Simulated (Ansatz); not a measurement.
Input for Ansatz (an electronic-structure program): U-CCSD(T)/cc-pVDZ on H (SMILES [H]).

Ansatz 0.2 input:
```yaml
crystal:
  periodic: [false, false, false]
  atoms:
    - {symbol: H, position_ang: [0.00000000, 0.00000000, 0.00000000]}
basis:
  gaussian:
    orbitals: cc-pVDZ
magnetization: {spin_polarized: true, initial_magnetization: 1}
correlation: {method: ccsd_t, electrons: outside_noble_gas}
scf: {omitted_lower_state_checks: [cluster_reference]}
```

Output:

```
WARN ansatz: RAYON_NUM_THREADS=1 ignored (pool sized by the plan → 1); use --threads N
Functional definition: HF
these checks for a lower state are left out or cut short: cluster_reference
integrals: 0.00 GiB planned
15 factors; integrals over basis functions are off by at most 5.2e-7 eV
mean field: 0.03 GiB planned
mean field evaluation 1: about -13.5522 eV, gradient 1.6e0 eV
mean field evaluation 2: about -13.5522 eV, gradient 1.6e0 eV
mean field evaluation 4: about -13.5861 eV, gradient 1.4e-4 eV
mean field evaluation 8: about -13.5861 eV, gradient 3.7e-7 eV
mean field -13.58605748 eV, -0.4992784034 hartree, gradient 3.7e-7 eV, S^2 0.750000; 0 other end points of the search recorded, 0 dependent functions left out
reference -13.58605748 eV, -0.4992784034 hartree; 1, 0 occupied and 4, 5 virtual orbitals, 15 factors
second order 0.00000000 eV of doubles, -0.00000000 eV of singles
coupled cluster: 0.03 GiB planned
cycle   1  -0.00000000 eV  change  -4.3e-16 eV  update   2.3e-9
perturbative correction 0.00000000 eV, 0.0000000000 hartree
Total energy: -13.58605748 eV, -0.4992784034 hartree
Checks for a lower state left out: cluster_reference
```

Self-consistency was reached.

Cost: roughly 0.21 core-seconds.
